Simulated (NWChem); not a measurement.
Molecule: C4H6O; SMILES C=C1CCO1

```xyz
11

C      0.0199    -1.8974     0.0000
C     -0.0243    -0.5690     0.0000
C     -1.0765     0.5209     0.0000
C      0.1477     1.4619     0.0000
O      1.0463     0.3154     0.0000
H     -0.8976    -2.4746     0.0000
H      0.9665    -2.4272     0.0000
H     -1.7080     0.5662     0.8921
H     -1.7080     0.5662    -0.8921
H      0.2883     2.0739     0.8966
H      0.2883     2.0739    -0.8966
```
Atoms are numbered in this order, from 1.

Results from NWChem. Medium grid unless said otherwise, to which SCAN and Minnesota functionals are sensitive. The geometry was optimised at B3LYP/6-31G* (spherical d).

For level M06-2X/def2-TZVP:

| Quantity | Value |
|---|---|
| orbital gap (eV) | 9.31 |

Task: What are these values for level CAM-B3LYP/def2-TZVP?

Result: The orbital gap (eV) comes out as 9.60.
